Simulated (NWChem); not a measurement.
Species: ZrHSF3; SMILES [F][Zr]([F])([F])[SH]

```xyz
6

Zr     0.0257     0.3004     0.0000
F     -0.9140     0.9296    -1.5198
F      1.8338     0.8561     0.0000
F     -0.9140     0.9296     1.5198
S      0.0161    -2.1426     0.0000
H     -1.3393    -2.1736     0.0000
```
Atoms are numbered in this order, from 1.

The geometry was optimised at PBE0/def2-SVP. Not confirmed as a minimum by frequencies. def2 effective core potentials on Zr; no spin-orbit coupling.

Symmetry labels are those of Cs in the frame above (b1 and b2, or b-type labels, depend on it).

Problem. List the 4 lowest vertical singlet excitations from B3LYP/def2-SVPD with def2 effective core potentials on Zr, TDA (NWChem).

Solution. 
```json
[
 {"state": "S1", "energy (eV)": "4.49", "oscillator strength": "0.000", "symmetry": "a\"", "leading excitation (squared amplitude)": "HOMO → LUMO (0.99)"},
 {"state": "S2", "energy (eV)": "5.21", "oscillator strength": "0.028", "symmetry": "a'", "leading excitation (squared amplitude)": "HOMO → LUMO+1 (0.76)"},
 {"state": "S3", "energy (eV)": "5.46", "oscillator strength": "0.015", "symmetry": "a\"", "leading excitation (squared amplitude)": "HOMO → LUMO+2 (0.98)"},
 {"state": "S4", "energy (eV)": "5.62", "oscillator strength": "0.017", "symmetry": "a'", "leading excitation (squared amplitude)": "HOMO−1 → LUMO (0.81)"}
]
```
